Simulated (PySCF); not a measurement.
CH₄BClOSe, SMILES COB(Cl)[SeH].

Geometry: PBE-D3(BJ)/def2-SVP. This is a generated structure with no PubChem entry under its InChIKey; it may be hypothetical. Other conformers were not sampled.

Method: PySCF 2.14.0 with PBE-D3(BJ)/def2-SVP.

Frequencies are harmonic and unscaled.

Task: Give all harmonic wavenumbers and intensities. (An estimate is asked for; the answer gives what the named calculation found.)

Result: 
```
mode  ν (cm⁻¹)  IR (km/mol)  moving atoms (share of kinetic energy)
----  --------  -----------  --------------------------------------
1           80          0.0                                  H 98 %
2          153          5.4                  O 44 %, H 24 %, C 18 %
3          156          2.4         C 45 %, Se 22 %, H 21 %, Cl 8 %
4          206          0.3                        Cl 49 %, Se 28 %
5          302          7.0                                  H 92 %
6          367          4.3         O 43 %, Cl 19 %, C 17 %, H 14 %
7          433          6.1        Cl 32 %, O 27 %, Se 15 %, B 15 %
8          474          3.6                          B 82 %, O 13 %
9          680         12.6                                  H 89 %
10         937        307.1                                  B 79 %
11        1019          3.1                  C 40 %, O 29 %, B 22 %
12        1128          0.1                          H 76 %, C 19 %
13        1150          8.6                          H 72 %, C 20 %
14        1327        391.5          B 35 %, O 29 %, H 23 %, C 13 %
15        1416         15.1                                  H 96 %
16        1421         11.0                                  H 97 %
17        1447        101.5                  H 66 %, O 16 %, B 15 %
18        2385          5.0                                  H 99 %
19        2946         31.7                                  H 97 %
20        3029         17.6                          H 90 %, C 10 %
21        3079         14.4                           H 91 %, C 9 %
```
